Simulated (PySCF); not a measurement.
# What a mistake does to a calculation on BCH7N anion

These are calculations, not measurements. The program is PySCF 2.14.0, an open-source quantum chemistry code, run on an isolated molecule that a program drew, which may never have been made. The molecule is BCH7N anion (charge -1, singlet), drawn as the SMILES string `C[BH2-]N`.

Each row is a Hartree-Fock (HF) and frozen-core CCSD(T) single point in the aug-cc-pVDZ basis, meant for a local HF minimum. Run 1 is clean. Each other run has one planted mistake out of seven kinds, and not every kind appears here: one electron removed, one electron added, multiplicity raised by two, geometry at a saddle point, minimal basis STO-3G, one bond length entered in bohr, all coordinates scaled. The reference is restricted for singlets and unrestricted otherwise, and also for a bond in bohr. Adding or removing an electron swaps singlet and doublet. Electrons count all cores. HOMO and LUMO are orbital energies over both spins, the gradient is its largest component, and the lowest frequency (negative if imaginary) is given only where the gradient is small. Bond lengths are over the 9 bonds as drawn. T1 is the CCSD diagnostic: over 0.02 (restricted) or 0.045 (unrestricted) a single reference is doubtful.

Geometry of the clean run:
```xyz
10
BCH7N anion, angstrom
C     1.4347    0.7522   -1.7104
B     0.8519   -0.2433   -0.5294
N    -0.2594    0.4947    0.3011
H     2.2096    0.2632   -2.3187
H     1.8769    1.6688   -1.2931
H     0.6448    1.0733   -2.4094
H     0.4202   -1.3094   -1.0753
H     1.7745   -0.5747    0.2559
H    -1.0750    0.6606   -0.2663
H    -0.5801   -0.0843    1.0583
```

```
run,electrons,basis functions,<S^2>,HOMO (eV),LUMO (eV),gradient (hartree/bohr),lowest frequency (cm^-1),mean bond (Å),longest bond (Å),T1,HF (hartree),CCSD(T) (hartree),mistake
1,26,132,0.000,-3.81,3.88,4.2e-05,227,1.2297,1.651,0.0120,-121.08989,-121.62262,no fault
2,26,132,2.015,0.36,3.40,6.1e-02,-,1.2297,1.651,0.0401,-121.00114,-121.50033,multiplicity raised by two
3,25,132,0.770,-10.63,-0.28,6.0e-02,-,1.2297,1.651,0.0495,-121.01773,-121.51454,one electron removed
4,26,132,0.000,-3.57,3.88,3.8e-02,-,1.1755,1.578,0.0118,-121.07381,-121.60020,all coordinates scaled
5,26,22,0.000,-0.63,23.88,4.6e-02,-,1.2297,1.651,0.0049,-119.47658,-119.66294,?
```

**Which mistake was planted in run 5, and what did it cost?**

It has 22 basis functions where the clean run has 132, with the same electrons and geometry. So the mistake is: minimal basis STO-3G. Subtracting run 1 and multiplying by 627.51 kcal/mol a hartree, the energy moved by 1012.4 kcal/mol in HF and 1229.7 kcal/mol in CCSD(T).

Cautions from the logs. Run 2: the HOMO is above zero, so the electron isn't bound and the energy depends on the basis; run 3: T1 is over the limit, so its CCSD(T) energy is less reliable.
